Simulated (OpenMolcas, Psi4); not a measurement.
## The same job for Psi4

This OpenMolcas 26.06 job computes GeH2 (SMILES [GeH2]):

coord.xyz:
```
3

Ge    -0.570100     0.405100    -0.263700
H      0.783000     0.743600     0.509000
H     -0.212900    -1.148700    -0.245300
```

calc.input:
```
* GeH2 Hartree-Fock

&GATEWAY
  BASLIB = $CurrDir
  COORD = coord.xyz
  BASIS = def2-TZVPPD
  GROUP = NoSym

&SEWARD

&SCF
  THRESHOLDS = 1e-10 1e-07 1e-07 1e-05
  PRORBITALS = 1 2

&ALASKA
```

```bash
$ export MOLCAS_MEM=1860
$ pymolcas calc.input > calc.log
```

(Basis files named in the input come from the Basis Set Exchange and aren't shown.)

The coordinates come from a PBE0-D4/def2-TZVP relaxation.

It gives a total energy of -2076.476798 Eh.

**Question.** Write the same calculation for Psi4 1.11 , asking for the energy.

**Answer.** For example:

job.json:
```json
{
 "schema_name": "qcschema_input",
 "schema_version": 1,
 "molecule": {
  "schema_name": "qcschema_molecule",
  "schema_version": 2,
  "symbols": ["Ge", "H", "H"],
  "geometry": [-1.07733286, 0.76552805, -0.49832078, 1.47965556, 1.40520035, 0.9618706, -0.40232269, -2.1707284, -0.46354982],
  "molecular_charge": 0,
  "molecular_multiplicity": 1,
  "fix_symmetry": "c1"
 },
 "driver": "energy",
 "model": {
  "method": "hf",
  "basis": "def2-TZVPPD"
 },
 "keywords": {
  "reference": "rhf",
  "puream": true,
  "e_convergence": 1e-09,
  "d_convergence": 1e-08,
  "scf_type": "pk",
  "scf_properties": ["DIPOLE", "LOWDIN_CHARGES", "MAYER_INDICES"]
 }
}
```

```bash
$ psi4 --qcschema job.json -n 1 --memory 2200MB
```

Its energy is -2076.476798 Eh, 0.000 mEh from the first.
